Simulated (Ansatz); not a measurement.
Saddle point of GeSiPH9, singlet (GeSiH₆ ([SiH3][GeH3]) + PH₃ → GePH₅ ([PH2][GeH3]) + SiH₄; bonds formed: Ge1–P7, Si2–H6; bonds broken: Ge1–Si2, H6–P7), PBE0-D4/def2-TZVP structure:

```
12
angstrom
Ge -1.4762 0.3432 0.4226
Si 0.7206 -1.1202 0.5508
H -2.4338 -0.0111 -0.7245
H -1.3670 1.8672 0.6261
H -2.0579 -0.2568 1.7309
H 1.4294 -0.3898 -0.6739
P 0.4535 1.0276 -1.4775
H 1.0746 -2.2552 1.4746
H -0.1886 -1.7952 -0.4220
H 1.0357 0.0694 1.3932
H 1.5877 0.6343 -2.2494
H 1.2221 1.8869 -0.6509
```

Energies are electronic, without zero-point energy. Barriers and step energies count from the start structure reached by relaxing down the imaginary mode; all methods use the PBE0-D4 structures, on which another method's saddle can fall below an end. Computed with Ansatz 0.2.0 (basis: def2-TZVPP, with def2-QZVPP for the basis limit); correlated methods freeze the cores. Filled d shells of the heavier atoms are correlated. The def2 sets are not built for correlating such inner shells, so the correlated values are less sure here. B3LYP uses VWN-RPA correlation. Extrapolation: Hartree–Fock as exp(−7.88 √X), correlation as X^−2.97.

```
      method  barrier (kJ/mol)  step energy (kJ/mol)
       SPW92             246.8                   0.1
      PBE-D4                 ?                  -3.3
     BLYP-D4             289.8                  -6.1
   r2SCAN-D4                 ?                  -5.8
      B97M-V             309.7                  -6.3
     PBE0-D4             304.6                  -4.1
    B3LYP-D4             318.1                  -6.3
  r2SCAN0-D4             320.0                  -6.0
    BHLYP-D4             360.5                  -6.8
CAM-B3LYP-D4             348.4                  -6.0
     wB97X-V                 ?                  -5.7
     wB97M-V             334.3                  -6.2
      B2PLYP             335.0                  -8.0
    PBE-QIDH             334.3                  -6.7
  RPA on PBE             332.5                  -7.4
          HF             452.3                 -11.8
         MP2             334.6                 -10.3
        CCSD             361.1                  -6.4
     CCSD(T)             338.1                  -6.8
```

Task: Fill in the withheld barriers. (Judge from chemistry; the value comes from the calculation.)

Result: Computed: PBE-D4 269.5; wB97X-V 354.1; r2SCAN-D4 296.0 kJ/mol. Each is the energy of the saddle less that of the start structure, by the same method.

For comparison, the barrier by CCSD(T) at an estimated basis limit (MP2 extrapolated from triple and quadruple zeta, plus CCSD(T) − MP2 in triple zeta) is 331.6 kJ/mol.

T1 diagnostic: at most 0.016. The restricted Hartree–Fock reference is unstable towards an unrestricted one at one or more of these structures. The start structure is not quite a true minimum (one mode of 32i cm⁻¹).

Labels in which every atom is bracketed show which atoms are joined, not bond orders.

For scale, one of the runs: CCSD(T)/def2-TZVPP, 258 basis functions, launched by `ansatz run in.yaml --threads 8 --pin off --events-out ev --progress --plain --max-ram 19148MiB`. Time: 21 s of wall clock on 8 CPU threads of an Intel Xeon 6975P-C; the host was shared. Peak host memory: 5.9 GiB.
